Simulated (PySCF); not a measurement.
# One molecule, several mistakes: AlBGeH5O cation

These are calculations, not measurements. They come from PySCF 2.14.0, an open-source quantum chemistry program, on an isolated molecule that a program drew, which may never have been made. The molecule is AlBGeH5O cation (charge +1, singlet), drawn as the SMILES string `[AlH2][BH][O][GeH2+]`.

Each row is a Hartree-Fock (HF) and frozen-core CCSD(T) single point in the cc-pV(D+d)Z basis, meant for a local HF minimum. Run 1 is clean. Each other run has one planted mistake out of seven kinds, and not every kind appears here: one electron removed, one electron added, multiplicity raised by two, geometry at a saddle point, minimal basis STO-3G, one bond length entered in bohr, all coordinates scaled. The reference is restricted for singlets and unrestricted otherwise, and also for a bond in bohr. Adding or removing an electron swaps singlet and doublet. Electrons count all cores. HOMO and LUMO are orbital energies over both spins, the gradient is its largest component, and the lowest frequency (negative if imaginary) is given only where the gradient is small. Bond lengths are over the 8 bonds as drawn. T1 is the CCSD diagnostic: over 0.02 (restricted) or 0.045 (unrestricted) a single reference is doubtful. Germanium has the cc-pVDZ-PP basis, with a core potential (ECP10MDF) in place of its 10 inner electrons, and its 3s, 3p and 3d shells are frozen in CCSD(T).

Geometry of the clean run:
```xyz
9
AlBGeH5O cation, angstrom
Al    0.9164   -0.7853   -2.8981
B     1.1629   -1.6765   -0.9227
O     0.7630   -0.9394    0.2380
Ge    0.8504   -1.4059    1.8707
H    -0.4450   -1.0341   -3.6454
H     2.1086    0.0696   -3.4652
H     1.6151   -2.7660   -0.6548
H     0.3370   -0.3773    2.8420
H     1.4157   -2.7656    2.2010
```

```
run,electrons,basis functions,<S^2>,HOMO (eV),LUMO (eV),gradient (hartree/bohr),lowest frequency (cm^-1),mean bond (Å),longest bond (Å),T1,HF (hartree),CCSD(T) (hartree),mistake
1,62,99,0.000,-13.88,-5.47,3.3e-05,77,1.5854,2.181,0.0177,-637.48203,-637.94444,no fault
2,62,99,0.905,-10.24,-5.65,2.4e-02,-,1.8279,4.122,0.0421,-637.38767,-637.82951,one bond length entered in bohr
3,62,99,0.000,-13.89,-5.48,4.8e-05,-96,1.5867,2.197,0.0171,-637.48013,-637.94246,geometry at a saddle point
4,62,99,2.036,-11.11,-7.14,1.8e-01,-,1.5854,2.181,0.0436,-637.39842,-637.86125,?
5,63,99,0.768,-6.92,1.07,8.9e-02,-,1.5854,2.181,0.0197,-637.70885,-638.18428,?
```

**Which mistake was planted in run 4, and what did it cost?**

Electrons, basis and geometry are unchanged, and <S^2> is 2.036, beside S(S+1) = 2.00 for a multiplicity of 3. So the mistake is: multiplicity raised by two. Subtracting run 1 and multiplying by 627.51 kcal/mol a hartree, the energy moved by 52.5 kcal/mol in HF and 52.2 kcal/mol in CCSD(T).

**Which mistake was planted in run 5, and what did it cost?**

It counts 63 electrons, one more than the clean run, at the same geometry and basis. So the mistake is: one electron added. Subtracting run 1 and multiplying by 627.51 kcal/mol a hartree, the energy moved by -142.3 kcal/mol in HF and -150.5 kcal/mol in CCSD(T).

